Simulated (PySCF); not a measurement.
**Which element holds F most strongly?**

PBE in PySCF with def2-TZVPPD on every atom (core potentials on Ru, Sn, Sb), for the lowest determinant that a PBE0 search found; no spin–orbit coupling. D0 is De less the harmonic zero-point energy.

| M | state (unpaired electrons) | Re (Å) | ωe (cm⁻¹) | D0(MF) (eV) |
| --- | --- | --- | --- | --- |
| Al | singlet (closed shell) | 1.686 | 742 | 7.00 |
| Zn | doublet (σ ↑) | 1.809 | 559 | 3.16 |
| B | singlet (closed shell) | 1.277 | 1350 | 7.99 |
| Ru | quartet (σ ↑, π ↑, δ ↑) | 1.896 | 568 | 4.47 |
| Sn | doublet (π ↑) | 1.978 | 541 | 5.25 |
| Sb | triplet (π ↑↑) | 1.952 | 571 | 4.49 |
| As | triplet (π ↑↑) | 1.771 | 649 | 4.60 |

Task: Order the elements by D0 and give the energy of AlF + Ru → RuF + Al.

Result: B > Al > Sn > As > Sb > Ru > Zn; ΔE = 7.00 − 4.47 = +2.53 eV at PBE/def2-TZVPPD. Close neighbours can swap at other levels.

The metal atom is held in its measured ground configuration; semilocal functionals can put another filling of s and d lower by some tenths of an eV, and De to that atom would be smaller. These are scalar-relativistic numbers at best; spin–orbit coupling would shift them, the dissociation energy most. States were picked by a PBE0 search and need not be the measured ground states.
